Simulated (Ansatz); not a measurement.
Geometry optimisation, Ansatz 0.2.0, RKS PBE0/def2-SVP.

Input file:

```yaml
crystal:
  periodic: [false, false, false]
  atoms:
    - { symbol: Ge, position_ang: [0.0, 0.0, 0.0] }
    - { symbol: F, position_ang: [0.0, 0.0, 2.03] }
    - { symbol: O, position_ang: [1.6691, 0.0, -0.5894] }
    - { symbol: H, position_ang: [1.9855, -0.9521, -0.7061] }
    - { symbol: H, position_ang: [-0.73, 1.2648, -0.5162] }
    - { symbol: O, position_ang: [-0.8337, -1.4443, -0.5894] }
    - { symbol: H, position_ang: [-1.2883, -1.91, 0.183] }
    - { symbol: S, position_ang: [1.3373, 2.0168, 0.8041] }
    - { symbol: H, position_ang: [2.4142, 1.5819, 1.5858] }
    - { symbol: H, position_ang: [0.6616, 0.9977, 1.926] }
basis:
  gaussian: { orbitals: def2-SVP }
hamiltonian:
  xc: pbe0
relax:
  f_tol: 0.15
  max_steps: 25
  restrain:
    - { distance: [0, 7], at: 3.45, k: 30.0 }
    - { distance: [9, 1], at: 2.12, k: 30.0 }
    - { distance: [0, 1], at: 1.68, k: 30.0 }
    - { distance: [9, 7], at: 1.4, k: 30.0 }
```

Run as:

```bash
$ ansatz run input.yaml --threads 4 --pin off --max-ram 5120MiB --backend cpu --events-out ev --progress --plain --runs-dir out
```

Where does it end, and by what steps?

It converged. The restraints hold the end off the free minimum. After 6 steps the energy has fallen by 2.727 eV (the restraints' own energy left out); S8 moved furthest, 0.88 Å. Parted: Ge1–S8 (2.55 → 3.45 Å).

```tsv
step	energy less start (eV)	largest force component (eV/Å)	accepted
0	0.0000	4.288	yes
1	-0.8574	3.798	yes
2	-1.4381	5.553	yes
3	-2.0211	4.221	yes
4	-2.5533	1.346	yes
5	-2.6841	1.090	yes
6	-2.7271	1.099	yes
```

```xyz
10
Properties=species:S:1:pos:R:3
Ge -0.063 -0.111 -0.081
F -0.206 -0.131 1.628
O 1.626 -0.247 -0.548
H 1.826 -1.153 -0.818
H -0.738 1.125 -0.649
O -0.822 -1.626 -0.579
H -1.316 -2.043 0.137
S 1.512 2.515 1.515
H 2.517 1.654 1.226
H 0.878 1.572 2.296
```

The run took 19 s on 4 threads of Arm Neoverse V1 (shared host), peak memory 0.3 GiB.
